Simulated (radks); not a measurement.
Problem. N, configuration [He] 2s2 2p3 (the NIST ground configuration). Method: scalar-relativistic Kohn-Sham, r2SCAN, spin-polarised, spherical densities, finite nucleus; open shells are filled with parallel spins first; meta-GGA in the generalised Kohn-Sham scheme; Fermi nuclear charge, rms radius 2.5582 fm; computed with a radial shooting solver on a logarithmic mesh with Libxc functionals. Some entries of the table are withheld. Estimate them.

| orbital | occ. | eigenvalue (hartree) | <1/r> (bohr^-1) |
|---|---|---|---|
| 1s up | 1 | -14.29085 | 6.636 |
| 1s down | 1 | -14.21984 | 6.662 |
| 2s up | 1 | (1) | 1.120 |
| 2s down | 1 | (2) | 1.047 |
| 2p up | 3 | -0.32672 | 0.9643 |
| 2p down | 0 | -0.11558 | 0.8594 |

Solution. 
(1) 2s up eigenvalue (hartree): -0.78574
(2) 2s down eigenvalue (hartree): -0.55926
